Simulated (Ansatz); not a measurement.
Input for Ansatz (an electronic-structure program): U-SVWN5/def2-TZVPP on V, 2S+1 = 6, a spin state set in the input, which need not be the lowest.

Ansatz 0.2 input:
```yaml
crystal:
  periodic: [false, false, false]
  atoms:
    - {symbol: V, position_ang: [0.00000000, 0.00000000, 0.00000000]}
basis:
  gaussian:
    orbitals: def2-TZVPP
hamiltonian:
  xc: {name: SVWN5}
magnetization: {spin_polarized: true, initial_magnetization: 5}
scf: {lower_state_search: full}
```

The log:

```
Functional definition: SVWN5
[...]
integrals: 0.01 GiB planned
440 factors; their error is unknown
mean field: 0.15 GiB planned
mean field evaluation 1: about -25609.3225 eV, gradient 7.0e1 eV
mean field evaluation 2: about -25511.5922 eV, gradient 1.5e2 eV
mean field evaluation 4: about -25625.5194 eV, gradient 1.6e1 eV
mean field evaluation 8: about -25626.2201 eV, gradient 7.4e0 eV
mean field evaluation 16: about -25626.3314 eV, gradient 1.9e-5 eV
mean field evaluation 32: about -25626.3424 eV, gradient 8.2e-6 eV
mean field evaluation 64: about -25626.1853 eV, gradient 8.4e0 eV
mean field evaluation 96: about -25624.9219 eV, gradient 3.6e0 eV
mean field evaluation 128: about -25626.3274 eV, gradient 2.1e0 eV
mean field evaluation 160: about -25622.9738 eV, gradient 2.2e0 eV
mean field evaluation 192: about -25626.2942 eV, gradient 2.8e0 eV
mean field evaluation 224: about -25623.0824 eV, gradient 6.7e-1 eV
mean field evaluation 256: about -25626.2856 eV, gradient 5.1e0 eV
mean field evaluation 288: about -25608.0552 eV, gradient 7.2e1 eV
mean field evaluation 320: about -25626.3424 eV, gradient 1.3e-6 eV
mean field -25626.34244512 eV, -941.7507146995 hartree, gradient 7.8e-6 eV, S^2 8.750138; 14 other end points of the search recorded, 0 dependent functions left out
reference -25626.34247016 eV, -941.7507156197 hartree; 14, 9 occupied and 50, 55 virtual orbitals, 440 factors
Total energy: -25626.34247016 eV, -941.7507156197 hartree
```

The run converged.

Cost: roughly 11 core-seconds.
